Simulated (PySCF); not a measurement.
**Exercise with solution: chemical shift, span and skew from a shielding tensor**

C2H9FSi3, SMILES F[C@@H]1[Si@H]([SiH2]C1)[SiH3]. Atoms are numbered in the order given.

```xyz
15

F     -0.8966    -0.9464    -2.1801
C     -0.8088    -0.0740    -1.1064
C     -2.1013     0.0054    -0.2721
Si    -1.3256     0.5662     1.3974
Si     0.4696    -0.4888     0.3063
Si     2.6329     0.3901     0.1060
H     -0.5713     0.9292    -1.5093
H     -2.9116     0.5939    -0.7312
H     -2.4744    -1.0219    -0.1129
H     -1.2054     2.0474     1.5251
H     -1.9637     0.0084     2.6218
H      0.4744    -1.9594     0.5691
H      2.5317     1.8390    -0.2404
H      3.3677     0.2544     1.3984
H      3.4051    -0.3076    -0.9643
```

Geometry: B3LYP-D3(BJ)/def2-SVP. The structure was generated by enumeration; whether it is a known compound was not checked.

GIAO shieldings from PBE/pcSseg-1 (PySCF), non-relativistic, no solvent. The symmetric part of the tensor of F1 has the principal values 237.0, 342.2, 403.8 ppm. The same nucleus in CFCl3 has σ = 133.6 ppm at this level (PySCF, at its B3LYP-D3(BJ)/def2-TZVP geometry).

Q: Work out the isotropic shielding, the ¹⁹F shift against CFCl3, the span and the skew.

A: 
σ(iso) = (σ11 + σ22 + σ33)/3 = 327.7 ppm. δ = σ(ref) − σ(iso) = 133.6 − (327.7) = -194.1 ppm.
Span Ω = σ33 − σ11 = 166.8 ppm. Skew κ = 3(σ(iso) − σ22)/Ω = -0.26. Tumbling in solution averages the tensor to δ; in a static solid the shielding alone would spread this spin-1/2 line over Ω.
